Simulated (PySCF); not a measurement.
Computed IR spectrum (relative IR intensity) of a molecule GeH6OSi. Geometry optimised at PBE-D3(BJ)/def2-SVP. One conformer was computed; it need not be the lowest. Computed with PBE-D3(BJ)/def2-SVP (PySCF). Frequencies are harmonic and unscaled.

Lines under 2 % of the strongest are left out, and lines within 2 cm⁻¹ are merged.

| ν (cm⁻¹) | relative intensity |
|---|---|
| 508 | 3.5 |
| 612 | 4.2 |
| 622 | 3.6 |
| 697 | 14 |
| 714 | 13 |
| 823 | 100 |
| 836 | 9.8 |
| 841 | 11 |
| 908 | 16 |
| 918 | 16 |
| 964 | 38 |
| 976 | 51 |
| 2071 | 14 |
| 2080 | 26 |
| 2116 | 24 |
| 2140 | 59 |
| 2185 | 27 |

**Question.** Identify the compound among the candidates.
A. [SiH3][O][GeH3]
B. O[SiH2][GeH3]
C. [OH][GeH2][SiH3]

**Answer.** A, [SiH3][O][GeH3]
